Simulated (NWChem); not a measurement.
System: CrO2F cation; SMILES [O]=[Cr+]([F])=[O]

Input file for NWChem:

```
start job
memory heap 200 mb stack 900 mb global 1100 mb
charge 1
geometry units angstroms noautosym nocenter noautoz
  Cr     0.275237    -0.055126     0.000000
  O     -0.292591    -0.773048     1.236141
  O     -0.292591    -0.773048    -1.236141
  F     -0.205459     1.545772     0.000000
end
basis spherical
  * library def2-svp
end
dft
  xc hfexch
  iterations 150
end
property
  efieldgrad
end
task dft property
```

Coordinates come from a PBE-D3(BJ)/def2-SVP optimisation. This spin state was assumed; another may lie lower.

Vzz is the largest principal value of the second derivative of the potential at the nucleus (NWChem prints the opposite sign); η is the asymmetry. Non-relativistic.

Atoms are numbered as in the input.

### Question
Give the results of this calculation. (Hartree-Fock/def2-SVP.) Quantities: Vzz Cr1 (a.u.); η Cr1; Vzz O3 (a.u.); η O3.

### Answer
```json
{
  "Vzz Cr1 (a.u.)": "-1.339",
  "η Cr1": "0.39",
  "Vzz O3 (a.u.)": "3.335",
  "η O3": "0.29"
}
```
